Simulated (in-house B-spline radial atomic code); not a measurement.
A fraction x of an electron is moved 3p → 3d in Co4+, starting from [Ar] 3d5 and keeping the highest spin. Computed with an all-electron radial atomic-structure program (B-spline basis): scalar-relativistic (X2C) r2SCAN, spin-polarised, spherical fractional occupations, Fermi nucleus of rms radius 3.7875 fm.

| x | E(x) - E(0) (eV) | 3p down level (eV) | 3d down level (eV) |
| --- | --- | --- | --- |
| 0 | 0.0000 | -121.985 | - |
| 0.125 | 7.7003 | -122.077 | -60.506 |
| 0.25 | 15.3935 | -122.168 | -60.647 |
| 0.375 | 23.0809 | -122.257 | -60.780 |
| 0.5 | ? | ? | ? |
| 0.625 | ? | ? | ? |
| 0.75 | 46.1115 | -122.508 | -61.155 |
| 0.875 | 53.7781 | -122.585 | -61.275 |
| 1 | 61.4391 | -122.659 | -61.393 |

Task: What belongs in the row x = 0.5?

Result: An energy change of 30.7629 eV; 3p down at -122.344 eV, 3d down at -60.908 eV.

Task: What belongs in the row x = 0.625?

Result: An energy change of 38.4398 eV; 3p down at -122.427 eV, 3d down at -61.033 eV.

Task: Check Janak's theorem between x = 0.125 and 0.25.

Result: The slope of the energy is 61.55 eV; the orbital levels give 61.55 eV (ε of the receiving orbital less ε of the emptying one, averaged over the two points).
